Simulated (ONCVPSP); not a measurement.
**Configuration tests for C (ONCV)**

C, optimised norm-conserving Vanderbilt (ONCV), made with ONCVPSP 4.0.1 (PBEsol, scalar-relativistic). Core [He], reference 2s1.5 2p2.5. Waves: 2s: rc 0.90 bohr, ncon 3, nbas 7, qcut 8.8 1/bohr, 2 projectors, debl 2 Ha; 2p: rc 1.55 bohr, ncon 4, nbas 8, qcut 5.4 1/bohr, 3 projectors, debl 2 Ha; d scattering state at 0.28 Ha: rc 1.50 bohr, ncon 4, nbas 7, qcut 5.7 1/bohr, 2 projectors, debl 1.4 Ha. Local part: polynomial inside 0.70 bohr (lpopt 4, dvloc0 0 Ha). Core correction: Teter function, fcfact 2.25, rcfact 1.2.

Energies are relative to the spin-unpolarised reference configuration 2s1.5 2p2.5; without spin polarisation the order of configurations can differ from experiment.

```json
{"valence configuration": "2s2 2p1", "charge": "+1", "ΔE all-electron (eV)": "6.578", "error AE − PS (meV)": "+32"}
{"valence configuration": "2s2 2p0", "charge": "+2", "ΔE all-electron (eV)": "30.597", "error AE − PS (meV)": "+227"}
{"valence configuration": "2s2 2p1.5", "charge": "+0.5", "ΔE all-electron (eV)": "-0.278", "error AE − PS (meV)": "+8.1"}
```

What are ΔE and the potential's error for 2s2 2p2?

ΔE = -4.210 eV all-electron; the error (AE − PS) is +0.6 meV.

Levels in the configuration 2s2 2p0:

```json
{"level": "2s", "all-electron (eV)": "-40.178", "pseudo (eV)": "-39.975"}
```
